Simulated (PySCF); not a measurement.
Working out the ionisation energy of Cs²⁺

Cs²⁺ [Kr] 4d10 5s2 5p5 (2P) → Cs³⁺ [Kr] 4d10 5s2 5p4 (3P). Computed with PySCF 2.14 in def2-SVP with the def2 core potential (46 electrons) (5s3p2d, 24 functions), with scalar relativity through the core potential. Frozen: 5s2. Energies in hartree (1 hartree = 27.21139 eV):

```
            part  Cs²⁺ (lower)  Cs³⁺ (upper)
             UHF    -18.888516    -17.694027
CCSD correlation     -0.014725     -0.006496
             (T)     -0.000120     -0.000024
```

Task: What does Hartree-Fock give?

Result: (-17.694027) − (-18.888516) = 1.194489 hartree = 32.504 eV.

Task: What do CCSD and CCSD(T) give?

Result: The CCSD correlation energies differ by 0.008229 hartree = 0.224 eV and the triples by 0.000096 hartree = 0.003 eV, so CCSD gives 32.728 eV and CCSD(T) 32.731 eV.

Reference: 33.195 eV (semi-empirical (NIST evaluation); NIST Atomic Spectra Database, ionization energies), between the lowest levels; spin-orbit coupling is absent from the calculation.

A double-zeta basis recovers only part of the correlation energy.

What remains against the reference includes basis incompleteness, the frozen core and higher excitations.
